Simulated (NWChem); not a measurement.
# Correlation energy of CCl2

```xyz
3

Cl     1.4022     0.0000     0.1491
C      0.0000     0.0000    -0.8450
Cl    -1.4022     0.0000     0.1491
```
Charge 0, spin multiplicity 1.

The numbers come from NWChem runs, not from measurements. All single points use one geometry, from PBE0/def2-SVP, a minimum by its harmonic frequencies.

Basis set: cc-pVDZ. Each correlation energy counts from its own Hartree-Fock reference.

The correlated methods keep 11 core orbitals frozen. The structure started from a generated list of species. No row is a measurement; the coupled-cluster row has its own basis-set and correlation limits.

Q: Order these methods by the correlation energy they give, lowest first: RI-MP2, SCS-MP2, CR-CCSD[T], CR-CCSD(T).

A: CR-CCSD[T] (-432.0 mHa), CR-CCSD(T) (-431.0 mHa), RI-MP2 (-387.0 mHa), SCS-MP2 (-374.1 mHa)
